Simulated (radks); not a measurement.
Results of a calculation; reference values are marked as such.
Species: Ni. Configuration: [Ar] 3d8 4s2.

Level of theory: scalar-relativistic Kohn-Sham, LDA (Slater exchange, Perdew-Wang correlation), spin-polarised, spherical densities, finite nucleus; open shells are filled with parallel spins first; Fermi nuclear charge, rms radius 3.7757 fm (a radial shooting solver on a logarithmic mesh with Libxc functionals).

Energy parts (eV):
total: -41309.301
kinetic: 41864.572
electron-nucleus: -99218.905
Hartree: 17698.031
exchange-correlation: -1652.999

Orbitals (lengths in bohr, moments of r in powers of bohr; <r^-3> diverges for s and p1/2):
| orbital | occ. | eigenvalue (eV) | <1/r> | <r^-3> | <r^4> |
|---|---|---|---|---|---|
| 1s up | 1 | -8194.930 | 28.04 | - | 0.00004005 |
| 1s down | 1 | -8194.914 | 28.05 | - | 0.00004005 |
| 2s up | 1 | -980.2652 | 6.055 | - | 0.008808 |
| 2s down | 1 | -979.0882 | 6.060 | - | 0.008783 |
| 2p up | 3 | -844.4651 | 5.950 | 622.7 | 0.006601 |
| 2p down | 3 | -843.5583 | 5.954 | 623.6 | 0.006576 |
| 3s up | 1 | -111.4757 | 1.920 | - | 0.6573 |
| 3s down | 1 | -109.2843 | 1.915 | - | 0.6648 |
| 3p up | 3 | -72.2109 | 1.775 | 80.16 | 0.9102 |
| 3p down | 3 | -70.0781 | 1.768 | 79.53 | 0.9291 |
| 3d up | 5 | -9.9906 | 1.373 | 7.089 | 5.353 |
| 3d down | 3 | -8.1056 | 1.345 | 6.839 | 6.858 |
| 4s up | 1 | -6.0232 | 0.4753 | - | 138.1 |
| 4s down | 1 | -5.6826 | 0.4624 | - | 153.4 |

The highest occupied level is 4s down at -5.683 eV. The electron density at the nucleus is 1.968e+04 e/bohr^3 (large components only). Summed over all electrons, <r^2> = 35.31 bohr^2, which gives a Langevin (diamagnetic) susceptibility term of -28 x 10^-6 cm^3/mol. The density falls to 0.001 e/bohr^3 at r = 4.30 bohr.
